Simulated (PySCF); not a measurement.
**Circular dichroism: `C=C1[C@@H](C)C(S)[C@@H]1C`, C$_{7}$H$_{12}$S**

Geometry (Å), atoms numbered from 1 in this order:
```xyz
20

C     0.008   -2.246   -0.485
C     0.002   -0.956   -0.225
C     0.998   -0.015    0.410
C     2.424   -0.047   -0.110
C     0.113    1.155   -0.060
S    -0.286    2.363    1.248
C    -0.984    0.154   -0.501
C    -2.236    0.101    0.363
H    -0.817   -2.726   -0.984
H     0.838   -2.875   -0.210
H     0.999   -0.101    1.500
H     2.989    0.794    0.287
H     2.432    0.007   -1.197
H     2.914   -0.969    0.194
H     0.548    1.709   -0.892
H    -1.039    3.151    0.484
H    -1.269    0.256   -1.552
H    -2.830   -0.769    0.094
H    -1.969    0.028    1.414
H    -2.840    0.995    0.219
```

Computed, not measured: TDDFT wB97X-D/def2-SVPD circular dichroism and optical rotation, one conformer, gas phase in PySCF 2.14.0. Geometry: GFN2-xTB.

The molecule is flexible and this is one conformer; a measurement averages over conformers.

Assign R or S to each stereocentre.

C3 R, C7 R.

Which excitations and rotatory strengths does the calculation give?

Rotatory strengths R in 10⁻⁴⁰ esu² cm², velocity form and length form (origin at the centre of mass); f in length form.
| state | E (eV) | λ (nm) | f | R (velocity) | R (length) | main |
| --- | --- | --- | --- | --- | --- | --- |
| 1 | 5.58 | 222 | 0.0005 | -2.6 | -1.9 | HOMO→LUMO+1 0.43, HOMO→LUMO 0.26 |
| 2 | 6.14 | 202 | 0.031 | -12.7 | -12.0 | HOMO→LUMO 0.45, HOMO→LUMO+1 0.37 |
| 3 | 6.86 | 181 | 0.259 | -5.9 | -5.9 | HOMO−1→LUMO 0.79, HOMO→LUMO+2 0.08 |
| 4 | 6.97 | 178 | 0.049 | +24.0 | +23.5 | HOMO→LUMO+2 0.64, HOMO→LUMO 0.17 |
| 5 | 7.13 | 174 | 0.0005 | +3.9 | +4.1 | HOMO−2→LUMO 0.77 |
| 6 | 7.35 | 169 | 0.039 | +21.4 | +22.8 | HOMO−1→LUMO+3 0.43, HOMO−1→LUMO+1 0.39 |
| 7 | 7.49 | 165 | 0.029 | +21.0 | +22.7 | HOMO→LUMO+4 0.73 |
| 8 | 7.59 | 163 | 0.035 | +9.9 | +8.2 | HOMO→LUMO+5 0.40, HOMO→LUMO+3 0.32 |
| 9 | 7.89 | 157 | 0.017 | -12.7 | -14.1 | HOMO−1→LUMO+1 0.31, HOMO−1→LUMO+3 0.27 |
| 10 | 7.97 | 156 | 0.013 | -0.9 | -0.9 | HOMO−4→LUMO 0.56, HOMO−3→LUMO 0.11 |
| 11 | 8.06 | 154 | 0.042 | -41.7 | -42.3 | HOMO−3→LUMO 0.26, HOMO−4→LUMO 0.23 |
| 12 | 8.25 | 150 | 0.001 | +0.2 | +0.3 | HOMO→LUMO+7 0.21, HOMO→LUMO+5 0.18 |
| 13 | 8.32 | 149 | 0.027 | +7.3 | +7.6 | HOMO−1→LUMO+2 0.18, HOMO−3→LUMO+1 0.17 |
| 14 | 8.39 | 148 | 0.011 | +24.1 | +24.5 | HOMO−1→LUMO+4 0.34, HOMO−2→LUMO+1 0.14 |
| 15 | 8.43 | 147 | 0.063 | +44.1 | +44.2 | HOMO−1→LUMO+5 0.32, HOMO−1→LUMO+6 0.25 |
| 16 | 8.45 | 147 | 0.032 | -24.8 | -24.4 | HOMO−2→LUMO+1 0.31, HOMO→LUMO+11 0.12 |

Among the states computed, the strongest CD band (largest |R|) is state 15. The largest dissymmetry factor in size, g = 4R/(D+G), with D and G the electric and magnetic dipole strengths, is +0.079 for state 5 (velocity form, f = 0.0005), among bands with |R| over 0.5. The mirror image has the same energies and oscillator strengths and all R with the opposite sign.
